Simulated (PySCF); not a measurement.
Two species compared at the same levels of theory.

First species: C2H10N2OSi2.
Cartesian coordinates in Å at the GFN2-xTB level; atoms count from 1:
```xyz
17
C2H10N2OSi2 angstrom
N      2.462   -0.751   -0.137
Si     1.111   -0.402    0.878
C     -0.333   -1.516    0.332
O     -1.604   -0.964    0.630
C     -1.945    0.150   -0.180
Si    -1.008    1.738    0.307
N      0.629    1.225    0.520
H      2.781   -1.703   -0.207
H      3.255   -0.131   -0.102
H      1.337   -0.538    2.328
H     -0.280   -1.747   -0.742
H     -0.314   -2.467    0.868
H     -1.782   -0.109   -1.236
H     -3.021    0.276   -0.043
H     -1.047    2.719   -0.784
H     -1.567    2.288    1.548
H      1.319    1.944    0.660
```

Second species: C4HCl2F3O.
SMILES: `O=C(Cl)/C=C(/Cl)C(F)(F)F`

Levels: CAM-B3LYP/def2-SVPD for HOMO energy, LUMO energy, HOMO–LUMO gap and static isotropic polarisability; TDDFT CAM-B3LYP/def2-SVPD for lowest singlet excitation; TDA CAM-B3LYP/def2-SVPD for lowest triplet excitation (Tamm–Dancoff). Geometries: GFN2-xTB. Each species is one conformer at its optimised geometry, gas phase, non-relativistic unless stated; the electronic structure was computed with PySCF and density fitting.

The conformers computed, where there is a choice (atom-mapped SMILES and torsion angles):
- `[O:1]=[C:2]([Cl:3])/[CH:4]=[C:5](/[Cl:6])[C:7]([F:8])([F:9])[F:10]`: O1–C2–C4–C5 0°, C4–C5–C7–F8 180°

The conformers of `N[Si@@H]1COC[SiH2]N1` aren't listed.

```json
{"property": "HOMO energy", "column X": "-10.27 eV", "column Y": "-7.89 eV"}
{"property": "LUMO energy", "column X": "-2.23 eV", "column Y": "0.99 eV"}
{"property": "HOMO–LUMO gap", "column X": "8.04 eV", "column Y": "8.88 eV"}
{"property": "lowest singlet excitation", "column X": "4.19 eV", "column Y": "5.93 eV"}
{"property": "lowest triplet excitation (Tamm–Dancoff)", "column X": "3.19 eV", "column Y": "5.53 eV"}
{"property": "static isotropic polarisability", "column X": "84.7 au", "column Y": "90.4 au"}
```

Question: Which column belongs to which species?

Answer: Column X is the second species and column Y the first. The first has 17 atoms and 72 electrons, the second 11 and 94.

Question: How does each property change from the first species to the second?

Answer: HOMO energy -2.38 eV; LUMO energy -3.22 eV; HOMO–LUMO gap -0.84 eV; lowest singlet excitation -1.74 eV; lowest triplet excitation (Tamm–Dancoff) -2.34 eV; static isotropic polarisability -5.7 au.

On the first: The principal polarisabilities are 81.2, 88.6 and 101.4 au; their mean is the isotropic value. S1 lies 2.95 eV below the HOMO–LUMO gap; its leading configuration is HOMO→LUMO+1, weight 0.60.

On the second: The vertical singlet–triplet gap S1 − T1 is 1.00 eV (TDDFT singlet less Tamm–Dancoff triplet; S1: HOMO−1→LUMO, weight 0.91; T1: HOMO→LUMO, weight 0.90). In wavenumbers S1 is 33800 cm⁻¹ (1 eV = 8065.54 cm⁻¹).
